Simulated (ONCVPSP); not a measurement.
# Cs: excitation energies, all-electron against ONCV

ONCVPSP 4.0.1 input, shortened (lines: element, Z, core and valence counts, functional; n l f; lmax; l rc ep ncon nbas qcut; lloc lpopt rc5 dvloc0; l nproj debl; icmod fcfact rcfact), PBEsol, scalar-relativistic:

```
  Cs 55.00   10    2  -116133      upf
    1    0    2.00
    2    0    2.00
    2    1    6.00
    3    0    2.00
    3    1    6.00
    3    2   10.00
    4    0    2.00
    4    1    6.00
    4    2   10.00
    5    0    2.00
    5    1    6.00
    6    0    1.00
    2
    0    4.00    0.00    4    7    1.60
    1    3.15    0.00    3    7    5.20
    2    4.40    0.31    5    9    2.20
    4    2    2.85    1.00
    0    2    2.30
    1    1    0.60
    2    2    3.20
    0    0.00    0.00
```

In the d channel the program set the typed energies aside and used 0.050, 3.250 Ha.

Energies are relative to the spin-unpolarised reference configuration 5p6 6s1; without spin polarisation the order of configurations can differ from experiment.

```
valence configuration  charge  ΔE all-electron (eV)  error AE − PS (meV)
          5p6 6s0 6p1       0                 1.352                  -12
              5p5 6s1      +1                17.893                  -97
```

Task: What are ΔE and the potential's error for 5p6 6s0?

Result: ΔE = 3.792 eV all-electron; the error (AE − PS) is +7.5 meV.

Task: What are ΔE and the potential's error for 5p6 6s0.5?

Result: ΔE = 1.457 eV all-electron; the error (AE − PS) is +1.1 meV.

Note: no bound ghost flagged; GHOST(+) flagged for s at 57.8 eV, d at 94.7 eV.
